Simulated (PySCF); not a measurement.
SeFCl, SMILES F[Se]Cl. Heavy atoms are numbered as in [Se:1]([F:2])[Cl:3].

Coordinates come from a r2SCAN-D4/def2-TZVP optimisation.

The numbers are results of PBE0/def2-TZVPD (PySCF), not measurements.

Mulliken values depend strongly on the basis, most of all with diffuse functions as here. Atomic charges (e), one atom of each kind:

```tsv
atom	Mulliken	meta-Löwdin
Se1	0.43	[?]
F2	-0.28	[?]
Cl3	-0.15	[?]
```

Q: What belongs in the gaps? (The exact figures need the calculation; the answer reports its results.)

A: 
- Se1, meta-Löwdin: 0.61
- F2, meta-Löwdin: -0.44
- Cl3, meta-Löwdin: -0.17
